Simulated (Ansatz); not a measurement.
A run for Ansatz (a quantum-chemistry and plane-wave program): R-B3LYP/cc-pVTZ on GeH5N (SMILES [NH2][GeH3]), a point of a bond scan (R = 1.537 Å).

Ansatz 0.2 input:
```yaml
crystal:
  periodic: [false, false, false]
  atoms:
    - {symbol: Ge, position_ang: [-0.36016542, 0.04050046, 0.02987818]}
    - {symbol: N, position_ang: [1.47031303, -0.14001610, -0.20882542]}
    - {symbol: H, position_ang: [-1.03243335, -0.90641189, -0.97691737]}
    - {symbol: H, position_ang: [-0.70255945, 1.50788045, -0.27308504]}
    - {symbol: H, position_ang: [-0.85896258, -0.30670081, 1.45462877]}
    - {symbol: H, position_ang: [1.80695904, -1.08530079, -0.07685644]}
    - {symbol: H, position_ang: [2.02009845, 0.47463113, 0.37790643]}
basis:
  gaussian:
    orbitals: cc-pVTZ
    pivot_positions_ang: [[-0.36016542, 0.04050046, 0.02987818], [1.47031303, -0.14001610, -0.20882542], [-1.03243335, -0.90641189, -0.97691737], [-0.70255945, 1.50788045, -0.27308504], [-0.85896258, -0.30670081, 1.45462877], [1.80695904, -1.08530079, -0.07685644], [2.02009845, 0.47463113, 0.37790643]]
hamiltonian:
  xc: {name: B3LYP}
scf: {lower_state_search: off}
output: {orbitals: {seedname: ./end}}
```

It printed:

```
WARN ansatz: RAYON_NUM_THREADS=1 ignored (pool sized by the plan → 1); use --threads N
Functional definition: B3LYP
these checks for a lower state are left out or cut short: stability, starts, cluster_reference, orbital_swaps, neighbouring_geometries, increment
integrals: 0.05 GiB planned
889 factors; their error is unknown
mean field: 0.52 GiB planned
mean field evaluation 1: about -58085.7037 eV, gradient 6.3e1 eV
mean field evaluation 2: about -58068.3867 eV, gradient 1.0e2 eV
mean field evaluation 4: about -58092.7334 eV, gradient 2.3e0 eV
mean field evaluation 8: about -58092.7423 eV, gradient 2.1e-2 eV
mean field evaluation 16: about -58092.9024 eV, gradient 6.6e-6 eV
mean field -58092.90241705 eV, -2134.8747870431 hartree, gradient 6.6e-6 eV, S^2 0.000000; 0 other end points of the search recorded, 0 dependent functions left out
reference -58092.90264355 eV, -2134.8747953668 hartree; 22, 22 occupied and 121, 121 virtual orbitals, 889 factors
Total energy: -58092.90264355 eV, -2134.8747953668 hartree
Checks for a lower state left out: stability, starts, cluster_reference, orbital_swaps, neighbouring_geometries, increment
```

Self-consistency was reached.

Cost: roughly 1.8 core-seconds.
